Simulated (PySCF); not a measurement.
Computed shifts of a molecule CH10O2Si3, PBE/pcSseg-1 run with PySCF, GIAO, gas phase, atoms alike by connectivity averaged where their shifts nearly agree, in ppm (number of nuclei): ¹³C: 3.9 (1). ²⁹Si: -9.0 (1), -26.2 (1), -108.4 (1). ¹H: 5.99 (1), 5.84 (1), 5.26 (1), 3.78 (3), 1.66 (1), 0.49 (3). References: ¹³C against TMS (σ = 182.0 ppm); ²⁹Si against TMS (σ = 335.4 ppm); ¹⁷O against H2O (σ = 334.3 ppm); ¹H against TMS (σ = 31.49 ppm), references at their B3LYP-D3(BJ)/def2-TZVP geometries, non-relativistic. The structure is a stationary point at B3LYP-D3(BJ)/def2-SVP. Other conformers were not sampled.

Task: Which molecule gave these data?
(A) C[SiH2][Si](O)(O)[SiH3]
(B) O[SiH2][Si@@H](O)C[SiH3]
(C) C[Si@H](O)O[SiH2][SiH3]
(D) OC[Si@H]([SiH3])O[SiH3]

Result: C, C[Si@H](O)O[SiH2][SiH3]
